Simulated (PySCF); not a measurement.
## Stretching DyF

Set-up: PySCF, spin-free X2C with a Gaussian nucleus, basis sets Dy x2c-TZVPall, F x2c-TZVPall. Energies in eV from Dy (4f10 6s2) + F in their ground configurations at the same level. State: sextet, about 9.5 electrons in the 4f shell (Mulliken), real f orbitals that mix terms.

All columns are PBE0. A positive dipole means Dy(−)F(+).

```tsv
R (Å)	E (eV)	μ (D)	Mulliken charge on Dy (basis-dependent)	HOMO (eV)	LUMO (eV)	Mayer bond order	⟨S²⟩
1.696	-4.680	-0.56	0.30	-4.36	-1.91	1.16	8.76
1.775	-5.325	-1.11	0.37	-4.42	-2.04	1.06	8.76
1.854	-5.668	-1.66	0.43	-4.46	-2.14	0.97	8.76
1.913	-5.783	-2.07	0.47	-4.49	-2.21	0.91	8.76
1.972	-5.810	-2.49	0.51	-4.52	-2.26	0.86	8.76
2.031	-5.772	-2.89	0.53	-4.55	-2.31	0.82	8.76
2.110	-5.650	-3.43	0.57	-4.58	-2.37	0.77	8.76
2.209	-5.424	-4.08	0.60	-4.63	-2.44	0.73	8.76
2.327	-5.096	-4.84	0.63	-4.69	-2.52	0.68	8.76
2.485	-4.626	-5.81	0.66	-4.79	-2.62	0.63	8.76
```

A fit through these points gives, at Re = 1.964 Å, μ = -2.43 D and dμ/dR = -6.92 D/Å; the reduced mass is 17.03 u.

How strong is the fundamental in the double-harmonic approximation, I = 42.26·(dμ/dR)²/μred km/mol?

I = 42.26·(-6.92)²/17.03 = 119 km/mol at PBE0.

Spin–orbit coupling is left out, which matters for elements this heavy, above all for dissociation energies. The state is the lowest single determinant that the PBE0 search found; with open d or f shells the true ground state can be another one.
